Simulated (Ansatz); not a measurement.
Calculated with Ansatz (gas phase, PBE0-D4/def2-TZVP geometries, no zero-point term in ΔE). CCSD(T)/CBS is the MP2 limit (def2-TZVPP, def2-QZVPP) plus CCSD(T) − MP2 in def2-TZVPP, frozen cores. This one scheme is used for every species. DFT in def2-TZVPP. B3LYP here is the variant with VWN-RPA as its local correlation; programs differ in this. def2 core potentials past Kr. For Br, Sn outer-core shells are correlated without core-valence functions, which leaves a few kJ/mol of doubt a bond. Scalar relativity is left out up to krypton. One conformer a species, not always the lowest.

`[CH3][SnH]([OH])[Br]` + CH₃OH → `C[O][SnH]([CH3])[OH]` + HBr  (ligand exchange at the Sn–Br bond)

```csv
level,ΔE (eV)
PBE-D4,0.95
B3LYP-D4,0.95
r2SCAN,0.98
HF/CBS(def2),1.09
```

**Question.** What does CCSD(T)/CBS give? (Estimate.)

**Answer.** Ansatz gave: +0.95 eV. The listed levels differ from it by 0.00, 0.00, 0.03, 0.14 eV.

Largest T1 diagnostic among the species: 0.013.

In def2-TZVPP, CCSD(T) changes the Hartree–Fock value by −0.21 eV (the triples alone add −0.03 eV) and MP2 by −0.18 eV. From PBE to PBE0 (25 % exact exchange), in def2-TZVPP and without D4, ΔE moves by +0.07 eV.
